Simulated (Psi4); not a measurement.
Conformational energy of SMILES c1ccc(-c2sccc2C#N)s1. Scanned: dihedral S6–C7–C8–S12; all other coordinates were relaxed at GFN2-xTB. Points at φ and −φ are mirror images.

Geometry of the scan point at 0° (Å):
```
17

N      0.8559    -2.7565     1.6894
C      1.1081    -1.7731     1.1530
C      1.4781    -0.5812     0.5134
C      2.8314    -0.1487     0.4730
C      2.9838     1.0224    -0.1883
S      1.4912     1.6389    -0.7840
C      0.6140     0.2907    -0.1329
C     -0.8005     0.1899    -0.2964
C     -1.6518    -0.7944     0.1458
C     -2.9922    -0.5572    -0.2040
C     -3.1599     0.5963    -0.9055
S     -1.6809     1.4244    -1.1576
H      3.6350    -0.7029     0.9238
H      3.8874     1.5703    -0.3668
H     -1.3242    -1.6538     0.7005
H     -3.7992    -1.2179     0.0559
H     -4.0678     1.0142    -1.2929
```

Calculation: PBE-D3(BJ)/def2-SVP // GFN2-xTB in Psi4.

Scanned values (°): -165, -150, -135, -120, -105, -90, -75, -60, -45, -30, -15, 0, 15, 30, 45, 60, 75, 90, 105, 120, 135, 150, 165, 180.

Task: Describe the profile: where are the wells and the tops?

Result: Lower than their neighbours: 0° (0.0 kcal/mol), 180° (0.4 kcal/mol). Higher than their neighbours: -90° (4.3 kcal/mol), 90° (4.3 kcal/mol). The whole profile spans 4.3 kcal/mol.
